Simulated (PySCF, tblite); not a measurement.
Compound: C₇H₁₅PS.
Atom-mapped SMILES: `[CH3:1][CH:2]([CH3:3])[C@@H:4]1[CH2:5][P@H:6](=[S:7])[C@@H:8]1[CH3:9]` (hydrogens: H10, H11, H12 on C1; H13 on C2; H14, H15, H16 on C3; H17 on C4; H18, H19 on C5; H20 on P6; H21 on C8; H22, H23, H24 on C9)

Geometry (GFN2-xTB, Å), atoms numbered from 1 in this order:
```
atom  x, y, z in Å
C1    -1.9257   -1.0887    0.5954
C2    -1.2046   -0.0560   -0.2698
C3    -2.1276    1.1322   -0.5377
C4     0.0729    0.4143    0.4238
C5     0.8978    1.4886   -0.3185
P6     2.4501    0.7685    0.3887
S7     4.1302    0.6337   -0.5470
C8     1.2161   -0.6214    0.6099
C9     1.4018   -1.6298   -0.5114
H10   -2.8239   -1.4405    0.0937
H11   -2.2171   -0.6469    1.5462
H12   -1.2905   -1.9467    0.7987
H13   -0.9430   -0.5147   -1.2284
H14   -3.0490    0.7929   -1.0047
H15   -2.3812    1.6339    0.3941
H16   -1.6565    1.8528   -1.2012
H17   -0.1980    0.8025    1.4109
H18    0.6596    2.5269   -0.0968
H19    0.8879    1.3430   -1.4009
H20    2.4906    1.3527    1.6627
H21    1.2087   -1.1284    1.5768
H22    1.4464   -1.1311   -1.4786
H23    0.5982   -2.3623   -0.5307
H24    2.3452   -2.1558   -0.3680
```

Method used: PBE0/pcSseg-1 in PySCF (dipole) on a GFN2-xTB geometry, gas phase.

Take the most abundant isotopes and a rigid rotor. The values belong to one conformer with, in the numbering `[CH3:1][CH:2]([CH3:3])[C@@H:4]1[CH2:5][P@H:6](=[S:7])[C@@H:8]1[CH3:9]`, C1–C2–C4–C5 -179°, C2–C4–C5–P6 -148°, C4–C5–P6–S7 143°, C5–P6–C8–C9 99°, C2–C4–C8–P6 146°.

(1) Give the principal moments of inertia and the rotational constants in MHz.

(2) Classify the top.

(3) Is it planar, by Δ = Ic − Ia − Ib?

(4) Give the other two planar moments, Paa and Pbb, and the rms extents of the mass along the axes.

(5) Where do the levels up to J = 4 lie, in cm⁻¹?

(6) Which lines would a microwave search look for?

(7) Estimate the classical rotational partition function at 10 K, 200 K and 500 K.

Results:

(1) Ia = 196.24, Ib = 802.51, Ic = 899.21 u·Å²; 505379 MHz·u·Å²/I gives A = 2575, B = 629.7, C = 562.0 MHz.

(2) A near-prolate asymmetric top: κ = (2 × 629.7 − 2575 − 562.0)/(2575 − 562.0) = -0.93.

(3) Not planar: Δ = Ic − Ia − Ib = -99.54 u·Å². For a rigid frame Δ = −2 Σ m c², so Σ m c² = 49.77 u·Å² lies off the ab plane: 19.23 from hydrogen and 30.54 from heavier atoms. The atom farthest from that plane is 1.86 Å away.

(4) Paa = Σ m a² = (Ib + Ic − Ia)/2 = 752.74 and Pbb = Σ m b² = (Ia + Ic − Ib)/2 = 146.47 u·Å². With the mass M = 162.06 u, the rms extents √(P/M) along a, b and c are 2.16, 0.95, 0.55 Å.

(5) Above 0(0,0):
J = 1: 1(0,1) 0.0398, 1(1,1) 0.1046, 1(1,0) 0.1069
J = 2: 2(0,2) 0.1192, 2(1,2) 0.1819, 2(1,1) 0.1887, 2(2,1) 0.3834, 2(2,0) 0.3834
J = 3: 3(0,3) 0.2382, 3(1,3) 0.2977, 3(1,2) 0.3113, 3(2,2) 0.5026, 3(2,1) 0.5029, 3(3,1) 0.8328, 3(3,0) 0.8328
J = 4: 4(0,4) 0.3967, 4(1,4) 0.4521, 4(1,3) 0.4747, 4(2,3) 0.6616, 4(2,2) 0.6625, 4(3,2) 0.9919, 4(3,1) 0.9919, 4(4,1) 1.4540, 4(4,0) 1.4540
The levels of one J sum to (2J + 1)J(J + 1)(A + B + C)/3.

(6) The dipole components are |μa| = 4.59 D, |μb| = 0.12 D, |μc| = 1.19 D. The squared components, which scale the intensities, stand as 1.00 : 0.00 : 0.07 (a : b : c). Some lines, for components of 0.1 D or more:

```
type  branch         J(Ka,Kc)    MHz  lower level (cm⁻¹)
   b       R  3(0,3) ← 2(1,2)   1689               0.182
   c       Q  2(1,2) ← 2(0,2)   1880               0.119
   a       R  2(0,2) ← 1(0,1)   2382               0.040
   c       R  1(1,0) ← 0(0,0)   3205               0.000
   a       R  3(1,3) ← 2(1,2)   3473               0.182
   a       R  3(0,3) ← 2(0,2)   3568               0.119
   a       R  3(2,2) ← 2(2,1)   3575               0.383
   b       Q  5(2,3) ← 5(1,4)   5498               0.679
   c       Q  4(2,3) ← 4(1,3)   5603               0.475
   b       Q  4(2,2) ← 4(1,3)   5629               0.475
   c       R  3(1,2) ← 2(0,2)   5759               0.119
   b       Q  5(2,4) ← 5(1,5)   6453               0.645
   b       R  3(2,2) ← 2(1,1)   9412               0.189
   c       R  3(2,1) ← 2(1,1)   9421               0.189
   c       R  3(2,2) ← 2(1,2)   9615               0.182
   c       Q  5(3,3) ← 5(2,3)   9852               0.862
   b       Q  3(3,0) ← 3(2,1)   9889               0.503
   c       R  3(3,0) ← 2(2,0)  13472               0.383
   b       Q  4(4,0) ← 4(3,1)  13853               0.992
   b       Q  4(4,1) ← 4(3,2)  13853               0.992
   c       R  4(3,1) ← 3(2,1)  14660               0.503
   c       R  5(3,2) ← 4(2,2)  15842               0.662
   b       Q  5(5,0) ← 5(4,1)  17811               1.653
   b       R  5(5,0) ← 4(4,1)  23774               1.454
```

(7) Point group C1, symmetry number σ = 1; q = (√π/σ)·√((kT/h)³/(ABC)), k/h = 20836.6 MHz/K: 5580 at 10 K, 499000 at 200 K, 1970000 at 500 K.

Its GFN2-xTB frequencies are all real (lowest 67 cm⁻¹). These are rigid-rotor constants of the computed structure; measured ground-state constants (B0) also hold zero-point vibration. A rigid rotor knows nothing of internal rotation, which can split or shift real lines.

Time: 57 s. Hardware: one thread of an Arm Neoverse V1, no GPU, shared host. This is the PBE0/pcSseg-1 job that gave the dipole, with the shieldings it also computed.
